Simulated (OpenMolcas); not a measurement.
## neutral calcium: input and output

Input:

```
&GATEWAY
Coord
1

Ca 0.0 0.0 0.0
Basis=ANO-RCC-VTZP
Group=XYZ
NoMove
AngMom=0.0 0.0 0.0
AMFI
&SEWARD
&RASSCF
FileOrb=start.orb
Symmetry=1
Spin=3
nActEl=2 0 0
Inactive=3 6
Ras2=1 3
CIRoot=3 3 1
SDav=3
CIMx=300
Iter=120 100
PrWF=0.3
OrbListing=Nothing
MaxOrb=0
Atom
>>> COPY $Project.JobIph JOB001
&RASSCF
FileOrb=start.orb
Symmetry=1
Spin=1
nActEl=2 0 0
Inactive=3 6
Ras2=1 3
CIRoot=6 6 1
SDav=7
CIMx=300
Iter=120 100
PrWF=0.3
OrbListing=Nothing
MaxOrb=0
Atom
>>> COPY $Project.JobIph JOB002
&RASSCF
FileOrb=start.orb
Symmetry=2
Spin=3
nActEl=2 0 0
Inactive=3 6
Ras2=1 3
CIRoot=3 3 1
SDav=3
CIMx=300
Iter=120 100
PrWF=0.3
OrbListing=Nothing
MaxOrb=0
Atom
>>> COPY $Project.JobIph JOB003
&RASSCF
FileOrb=start.orb
Symmetry=2
Spin=1
nActEl=2 0 0
Inactive=3 6
Ras2=1 3
CIRoot=3 3 1
SDav=3
CIMx=300
Iter=120 100
PrWF=0.3
OrbListing=Nothing
MaxOrb=0
Atom
>>> COPY $Project.JobIph JOB004
&RASSI
NrOfJobIphs=4 3 6 3 3
1 2 3
1 2 3 4 5 6
1 2 3
1 2 3
IphNames
JOB001
JOB002
JOB003
JOB004
EJob
SpinOrbit
DIPRint=1.0
SOCoupling=1000.0
Subsets=2
MEES
Property=10
'ANGMOM' 1 'ANGMOM' 2 'ANGMOM' 3 'MLTPL  1' 1 'MLTPL  1' 2 'MLTPL  1' 3
'AMFI' 1 'AMFI' 2 'AMFI' 3 'MLTPL  2' 6
SOProperty=3
'ANGMOM' 1 'ANGMOM' 2 'ANGMOM' 3
```

A driver script runs the steps one by one and writes start.orb anew before each from the orbitals found so far.

Output, cut to the results:

```
--- SEWARD ---
Basis set label: CA.ANO-RCC...6S5P2D1F.

      Electronic valence basis set:
      ------------------
      Associated Effective Charge  20.000000 au
      Associated Actual Charge     20.000000 au
      Nuclear Model: Point charge

      Shell  nPrim  nBasis  Cartesian Spherical Contaminant
         s      20       6        X
         p      16       5        X
         d       6       2                 X
         f       4       1                 X
                  Relativistic Douglas-Kroll-Hess integrals:
                    - DKH order of Hamiltonian: 2
                    - DKH order of Properties : 0
                  Atomic mean-field integrals
--- RASSCF ---
Wave function specifications:
      -----------------------------

      Number of closed shell electrons          18
      Number of electrons in active shells       2
      Max number of holes in RAS1 space          0
      Max nr of electrons in RAS3 space          0
      Number of inactive orbitals                9
      Number of active orbitals                  4
      Number of secondary orbitals              25
      Spin quantum number                      1.0
      State symmetry                             1
Orbital specifications:
      -----------------------

      Symmetry species                           1   2
                                                ag  au
      Frozen orbitals                            0   0
      Inactive orbitals                          3   6
      Active orbitals                            1   3
      RAS1 orbitals                              0   0
      RAS2 orbitals                              1   3
      RAS3 orbitals                              0   0
      Secondary orbitals                        12  13
      Deleted orbitals                           0   0
      Number of basis functions                 16  22
      Number of CSFs                             3
      Number of root(s) required                 3
      Iter CI   SX   CI       RASSCF       Energy    max ROT     max BLB   max BLB  Level Ln srch  Step   QN
          iter iter root      energy       change     param      element    value   shift minimum  type update
 Nr of preliminary CI iterations:   1
 ###############################################################################
 ###############################################################################
 ###                                                                         ###
 ###                                                                         ###
 ###    WARNING: Problems in orbital optimization.                           ###
 ###                                                                         ###
 ###                                                                         ###
 ###############################################################################
 ###############################################################################
  Warning: In symmetry  1, orbital p=   4 has diagonal density matrix element D(p,p) close to zero. D(p,p)=  0.000000E+00
        1   1    3    0  -679.47443700    0.00E+00   5.97E-07    3   4 1  2.70E-06   0.50   0.00    SX    NO
        ...
 ###############################################################################
 ###############################################################################
  Warning: In symmetry  1, orbital p=   4 has diagonal density matrix element D(p,p) close to zero. D(p,p)=  0.000000E+00
        4   1    2    0  -679.47443700   -5.68E-13   1.98E-07    7  10 2 -1.12E-07   0.50   0.00    SX    NO
      Convergence after  4 iterations
        5   1    2    0  -679.47443700   -7.96E-13   1.98E-07    7  13 2 -9.99E-08   0.50   0.00    SX    NO
      Natural orbitals and occupation numbers for root  1
      sym 1:   0.000000
      sym 2:   1.000000   0.000000   1.000000
      Natural orbitals and occupation numbers for root  2
      sym 1:   0.000000
      sym 2:   1.000000   1.000000   0.000000
      Natural orbitals and occupation numbers for root  3
      sym 1:   0.000000
      sym 2:   0.000000   1.000000   1.000000
::    RASSCF root number  1 Total energy:   -679.47443700
::    RASSCF root number  2 Total energy:   -679.47443700
::    RASSCF root number  3 Total energy:   -679.47443700
--- RASSCF ---
Wave function specifications:
      -----------------------------

      Number of closed shell electrons          18
      Number of electrons in active shells       2
...
--- RASSI ---
SPIN-FREE ENERGIES:
  (Shifted by EMIN (a.u.) =       -679.6502909687)

 SF State       Relative EMIN(au)   Rel lowest level(eV)    D:o, cm**(-1)      L_eff

     4             0.0000000000        0.0000000000              0.0000         0.0
    10             0.0624917740        1.7004877995          13715.3591         1.0
    11             0.0624917740        1.7004877995          13715.3591         1.0
    12             0.0624917740        1.7004877995          13715.3591         1.0
    13             0.1344486241        3.6585334417          29508.0622         1.0
    14             0.1344486241        3.6585334417          29508.0622         1.0
    15             0.1344486241        3.6585334417          29508.0622         1.0
     2             0.1758539642        4.7852301441          38595.4840         1.0
     3             0.1758539642        4.7852301441          38595.4840         1.0
     1             0.1758539642        4.7852301441          38595.4840         1.0
     9             0.1986411342        5.4053006264          43596.6897         2.0
     8             0.1986411342        5.4053006264          43596.6897         2.0
     5             0.1986411342        5.4053006264          43596.6897         2.0
     6             0.1986411342        5.4053006264          43596.6897         2.0
     7             0.1986411342        5.4053006264          43596.6897         2.0
     Dipole printing threshold changed to   1.00000000E+00

++ Dipole transition strengths (spin-free states):
   -----------------------------------------------
     for osc. strength at least  1.00000000E+00

  ( Max oscillator strength is only   0.74950371746551570      )
--
Eigenvalues of complex Hamiltonian:
   -----------------------------------
  (Shifted by EMIN (a.u.) =       -679.6502909687)

 SO State       Relative EMIN(au)   Rel lowest level(eV)    D:o, cm**(-1)     J-value

...
```

The J values that RASSI prints are effective ones from its own formula and need not be integers or half-integers; the table below assigns J from the states.

Levels above the lowest, from the spin-orbit matrix, grouped by J:

```tsv
Configuration	Term	J	E (cm⁻¹)	Measured (cm⁻¹)	g	Term weight %
4s²	¹S	0	0.0	0.0		100
4s 4p	³P°	0	13637	15158		100
4s 4p	³P°	1	13676	15210	1.501	100
4s 4p	³P°	2	13754	15316	1.501	100
4s 4p	¹P°	1	29508	23652	1.000	100
4p²	³P	0	38522	38418		100
4p²	³P	1	38559	38465	1.501	100
4p²	³P	2	38632	38552	1.501	100
4p²	¹D	2	43597		1.000	100
```

Against the 7 measured excited levels shown (NIST Handbook of Basic Atomic Spectroscopic Data) the mean absolute deviation is 1500 cm-1; the largest miss in energy is 4s 4p ¹P°₁: computed 29508, measured 23652 cm⁻¹ (+24.8 %).

Without dynamic correlation excited terms often stand tens of per cent too high (terms of higher spin than the ground term too low), and those without a measured partner can miss by more than the paired ones. The ¹D term of p² mixes with s d, which this space lacks. Measured partners are found by configuration, term and J. A level has none where our copy of the source lacks it or the pairing is in doubt (some pairs that miss far off the trend of their configuration count as doubtful), and it then counts in no deviation. Levels of configurations outside the active space are missing. The first state left out of the spin-orbit step lies near 56000 cm-1 above the lowest spin-free state of the reference (among the parities and spins computed), and the list stops at four fifths of that energy or lower.

The term weight is that of the spin-free term in the level, not the purity of its configuration. ° marks odd parity.
